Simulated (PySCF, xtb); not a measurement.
C₄H₁₀BeS, SMILES [Be]([SH])[C](C)(C)C.

GFN2-xTB in xtb at its own geometry gives an orbital gap of 4.01 eV and a dipole moment of 1.98 D.

Geometry optimised at B3LYP-D3(BJ)/def2-SVP. One conformer was computed; it need not be the lowest.

**Question.** What does PySCF with PBE/def2-TZVP give? (Estimate from the structure and the level; the computed values follow.)

**Answer.** gap 4.67 eV (levels -6.00 and -1.33 eV), dipole 0.86 D.
